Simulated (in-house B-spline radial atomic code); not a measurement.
A radial electron density 4πr²n(r) was computed for an atom or ion in its tabulated ground configuration with a B-spline radial code for spherical atoms; method: non-relativistic wB97X, spin-polarised, spherical fractional occupations. Columns: r (bohr), 4πr²n(r) (electrons per bohr), bar.

```
 0.00726  0.09675 #
 0.00818    0.121 #
  0.0092   0.1506 ##
  0.0104   0.1888 ##
  0.0117    0.234 ##
  0.0131   0.2868 ###
  0.0148   0.3562 ####
  0.0166   0.4354 ####
  0.0187   0.5342 #####
  0.0211   0.6544 #######
  0.0238   0.7972 ########
  0.0267   0.9576 ##########
  0.0301    1.152 ############
  0.0339    1.375 ##############
  0.0382    1.629 #################
   0.043    1.911 ###################
  0.0484     2.22 #######################
  0.0544    2.547 ##########################
  0.0613    2.895 #############################
   0.069    3.241 #################################
  0.0777    3.574 ####################################
  0.0874     3.87 #######################################
  0.0984    4.112 ##########################################
   0.111    4.275 ###########################################
   0.125    4.332 ############################################
    0.14    4.273 ###########################################
   0.158     4.08 #########################################
   0.178     3.76 ######################################
     0.2     3.34 ##################################
   0.226    2.815 #############################
   0.254    2.273 #######################
   0.286    1.727 ##################
   0.322    1.227 ############
   0.362   0.8126 ########
   0.408   0.4912 #####
   0.459   0.2745 ###
   0.517   0.1388 #
   0.582  0.06327 #
   0.656  0.02511
```

Question: Which atom or ion is it?
A. O6+
B. O7+
C. F7+
D. Ne9+

Answer: B. The area under the curve, ∫4πr²n dr = ∫r·4πr²n d(ln r) on this logarithmic grid, is 1 electrons; among the options with that count, the innermost peak, which lies near 1/Z bohr, picks Z = 8. The configuration is 1s1.
